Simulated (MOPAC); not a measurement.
MOPAC input (AM1):

```
AM1 FORCE THERMO(298,298) PRECISE LET CHARGE=1 GEO-OK AUX(PRECISION=9) THREADS=1
BCl2

Cl    0.00000000 1    0.00000000 1   -1.51369937 1
B    -0.00000000 1   -0.00000000 1   -0.00000133 1
Cl    0.00000000 1   -0.00000000 1    1.51370011 1
```

Q: Which zero-point energy does it print?

A: 3.87 kcal/mol, from the harmonic wavenumbers of AM1.
